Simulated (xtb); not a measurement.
WSCl₃, SMILES [Cl][W+]([Cl])([Cl])=[S], charge +1, multiplicity 1. All values are semi-empirical tight-binding results from xtb (GFN2-xTB unless named), good for trends rather than for accurate numbers. Geometry: GFN2-xTB. The multiplicity is an assumed one; other spin states were not compared. The isomer is the one that the SMILES or the coordinates give; other isomers of the formula were not compared.

For metal compounds this method's bond lengths and energies can be far off.

* **point group as xtb finds it**: C3v
* **orbital gap**: 2.07 eV
* **zero-point energy**: 3.4 kcal/mol
* **G − E(el) at 298.15 K (modified RRHO)**: -17.9 kcal/mol
